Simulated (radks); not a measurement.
Valence configurations of Cu2+ (all share [Ar]). All-electron calculation, non-relativistic Kohn-Sham, BLYP, spin-polarised, spherical densities, point nucleus; open shells are filled with parallel spins first. Program: a radial shooting solver on a logarithmic mesh with Libxc functionals. Energies are relative to 3d9; eigenvalues in eV for spin up.

valence          E (eV)  moment (Bohr magnetons)    e(3d)    e(4p)    e(4s)
3d9               0.000                        1  -30.358        -        -
3d8 4p1          15.968                        3  -39.229  -18.417        -
3d8 4s1           8.566                        3  -37.867        -  -25.070
3d8.5 4p0.5       7.389                        2  -34.697  -17.072        -
3d7.5 4p1.5      25.843                        4  -43.936  -19.693        -
3d8 4s0.5 4p0.5  12.260                        3  -38.553  -18.064  -25.465
3d8.5 4s0.5       3.856                        2  -34.000        -  -23.739
3d7.5 4s1.5      14.997                        3  -41.967        -  -26.041

NIST lists [Ar] 3d9 as the ground configuration; this level of theory agrees among the configurations tried. The energies are those of spherical high-spin densities, not of single terms.
